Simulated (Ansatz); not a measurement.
Geometry optimisation, RKS r2SCANh-D4/def2-SVP (Ansatz 0.2.0).

The input (input.yaml):

```yaml
crystal:
  periodic: [false, false, false]
  atoms:
    - { symbol: B, position_ang: [0.23384, 0.031524, 0.240519] }
    - { symbol: C, position_ang: [0.044838, 0.204556, 1.805965] }
    - { symbol: H, position_ang: [-0.964738, -0.058516, 2.152008] }
    - { symbol: H, position_ang: [0.797172, -0.366474, 2.368608] }
    - { symbol: H, position_ang: [0.203144, 1.262418, 2.071336] }
    - { symbol: O, position_ang: [1.467732, 0.051412, -0.307171] }
    - { symbol: H, position_ang: [1.454729, -0.082987, -1.261661] }
    - { symbol: F, position_ang: [-0.846392, 0.01606, -0.567302] }
    - { symbol: O, position_ang: [-0.279015, -2.504436, 0.559447] }
    - { symbol: H, position_ang: [-1.12394, -2.333401, 0.121077] }
    - { symbol: H, position_ang: [-0.379369, -2.038456, 1.418976] }
basis:
  gaussian: { orbitals: def2-SVP }
hamiltonian:
  xc: r2scanh
  dispersion: d4
relax:
  f_tol: 0.03
  max_steps: 50
```

Command:

```bash
$ ansatz run input.yaml --threads 4 --pin off --max-ram 5120MiB --backend cpu --events-out ev --progress --plain --runs-dir out
```

**Question.** Where does it end, and by what steps?

**Answer.** The run converged. After 13 steps the energy has fallen by 0.074 eV; H11 moved furthest, 0.57 Å.

```
step  energy less start (eV)  largest force component (eV/Å)  accepted
   0                  0.0000                           0.812       yes
   1                 -0.0200                           1.365       yes
   2                 -0.0289                           0.266       yes
   3                 -0.0130                           1.640        no
   4                 -0.0571                           0.174       yes
   5                 -0.0598                           0.144       yes
   6                 -0.0610                           0.913       yes
   7                 -0.0709                           0.121       yes
   8                 -0.0687                           0.337        no
   9                 -0.0721                           0.075       yes
  10                 -0.0731                           0.063       yes
  11                 -0.0734                           0.071       yes
  12                 -0.0737                           0.051       yes
  13                 -0.0738                           0.030       yes
```

```xyz
11
Properties=species:S:1:pos:R:3
B 0.239 -0.001 0.285
C 0.045 0.284 1.814
H -0.932 -0.051 2.189
H 0.843 -0.167 2.420
H 0.094 1.372 1.981
O 1.476 -0.055 -0.260
H 1.441 -0.195 -1.212
F -0.829 0.073 -0.549
O -0.280 -2.344 0.400
H -1.204 -2.143 0.203
H -0.284 -2.591 1.331
```

Whether the end is a true minimum wasn't checked by a vibrational analysis.

Run time: 17 s on 4 threads of Intel(R) Xeon(R) 6975P-C (Granite Rapids), with other jobs on the host, peak memory 0.25 GiB.
